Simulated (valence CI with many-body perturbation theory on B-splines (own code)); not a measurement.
## Level structure of Ru XXII

Calculated by valence CI with perturbative core correlation (CI+MBPT): five valence electrons over a frozen Dirac-Fock core [Ar], radial functions for each j: 7 s, 7 p, 8 d, 6 f, 4 g, 1 h, with the one-electron correlation potential Σ1, the two-electron term Σ2, the three-electron term Σ3, Breit, model QED; selected CI, second order for the rest, scaled by the run's own slope (own B-spline code, finite nucleus).

No measured levels were compared; by estimate terms of the open shell hold to 2 to 4 % of their energy, and close levels can change places. Among the levels kept, up to 570 cm⁻¹ of a level comes from second order outside the variational space, and about a tenth of that is noise between levels of different J, which matters for small intervals. Only levels of the ground parity were solved; by the run's estimate the other parity begins above the list, which can be wrong where configurations are misplaced.

Levels 1 to 31 of 31, with energies above the lowest level, 3d5 6S_5/2. "Leading %" is the weight of the configuration and term that name the level; weights of strongly mixed levels are sums over their largest components and can fall short, so below about 35 % the name and the second component can differ from the true leading terms, or belong to a minority configuration. In the jj column 3d3/2^4 stands for four electrons in 3d with j = 3/2.

| No. | Configuration | Term | J | E (cm⁻¹) | Leading % | Leading jj | g |
| --- | --- | --- | --- | --- | --- | --- | --- |
| 1 | 3d5 | 6S | 5/2 | 0.0 | 90 | 3d3/2^3 3d5/2^2 (40 %) | 1.956 |
| 2 | 3d5 | 4G | 5/2 | 86452 | 32 | 3d3/2^4 3d5/2 (70 %) | 1.033 |
| 3 | 3d5 | 4G | 7/2 | 103710 | 74 | 3d3/2^3 3d5/2^2 (77 %) | 1.054 |
| 4 | 3d5 | 4G | 11/2 | 105870 | 85 | 3d3/2^3 3d5/2^2 (61 %) | 1.238 |
| 5 | 3d5 | 4P | 3/2 | 108020 | 51 | 3d3/2^3 3d5/2^2 (81 %) | 1.429 |
| 6 | 3d5 | 4G | 5/2 | 108720 | 45 | 3d3/2^3 3d5/2^2 (50 %) | 1.056 |
| 7 | 3d5 | 4G | 9/2 | 110140 | 90 | 3d3/2^2 3d5/2^3 (51 %) | 1.168 |
| 8 | 3d5 | 4P | 1/2 | 119000 | 70 | 3d3/2^3 3d5/2^2 (51 %) | 1.953 |
| 9 | 3d5 | 4D | 7/2 | 132350 | 76 | 3d3/2^2 3d5/2^3 (78 %) | 1.337 |
| 10 | 3d5 | 4D | 5/2 | 141560 | 46 | 3d3/2^3 3d5/2^2 (49 %) | 1.311 |
| 11 | 3d5 | 4D | 1/2 | 147830 | 74 | 3d3/2^2 3d5/2^3 (83 %) | 0.674 |
| 12 | 3d5 | 4D | 3/2 | 151860 | 51 | 3d3/2^2 3d5/2^3 (60 %) | 1.354 |
| 13 | 3d5 | 2I | 11/2 | 152440 | 76 | 3d3/2^2 3d5/2^3 (68 %) | 0.977 |
| 14 | 3d5 | 2I | 13/2 | 163840 | 100 | 3d3/2^2 3d5/2^3 (100 %) | 1.074 |
| 15 | 3d5 | 2F | 7/2 | 164330 | 45 | 3d3/2^3 3d5/2^2 (71 %) | 1.125 |
| 16 | 3d5 | 2D | 3/2 | 167690 | 50 | 3d3/2^2 3d5/2^3 (66 %) | 0.689 |
| 17 | 3d5 | 2G | 9/2 | 169410 | 45 | 3d3/2^3 3d5/2^2 (51 %) | 1.170 |
| 18 | 3d5 | 2F | 5/2 | 171570 | 28 | 3d3/2 3d5/2^4 (42 %) | 1.088 |
| 19 | 3d5 | 4F | 5/2 | 188430 | 48 | 3d3/2^2 3d5/2^3 (64 %) | 1.052 |
| 20 | 3d5 | 2H | 9/2 | 193460 | 55 | 3d3/2^2 3d5/2^3 (97 %) | 1.089 |
| 21 | 3d5 | 2G | 7/2 | 200340 | 39 | 3d3/2^2 3d5/2^3 (66 %) | 1.071 |
| 22 | 3d5 | 4F | 3/2 | 205900 | 50 | 3d3/2 3d5/2^4 (58 %) | 0.639 |
| 23 | 3d5 | 2F | 7/2 | 208500 | 47 | 3d3/2 3d5/2^4 (56 %) | 1.054 |
| 24 | 3d5 | 2F | 5/2 | 211900 | 61 | 3d3/2^2 3d5/2^3 (64 %) | 0.973 |
| 25 | 3d5 | 2H | 11/2 | 221130 | 74 | 3d3/2 3d5/2^4 (91 %) | 1.063 |
| 26 | 3d5 | 2F | 7/2 | 225380 | 55 | 3d3/2 3d5/2^4 (50 %) | 1.147 |
| 27 | 3d5 | 2G | 9/2 | 227550 | 50 | 3d3/2 3d5/2^4 (69 %) | 1.088 |
| 28 | 3d5 | 2S | 1/2 | 233550 | 89 | 3d3/2^3 3d5/2^2 (36 %) | 1.966 |
| 29 | 3d5 | 2D | 5/2 | 241010 | 46 | 3d5/2^5 (53 %) | 1.052 |
| 30 | 3d5 | 2D | 3/2 | 260110 | 94 | 3d3/2 3d5/2^4 (39 %) | 0.812 |
| 31 | 3d5 | 2D | 5/2 | 275180 | 75 | 3d3/2 3d5/2^4 (40 %) | 1.143 |

Names give the largest LS component (configuration and term), which can be under half, so a name can repeat, a term be missing and a line seem to break the LS rules; names also repeat where a configuration has a term twice.

The ionisation energy to 3d4 5D_0 of the next ion comes out as 980.73 eV (NIST: 981 ± 4 eV (theoretical)). All 31 levels together are meant to be complete up to 286270 cm⁻¹.
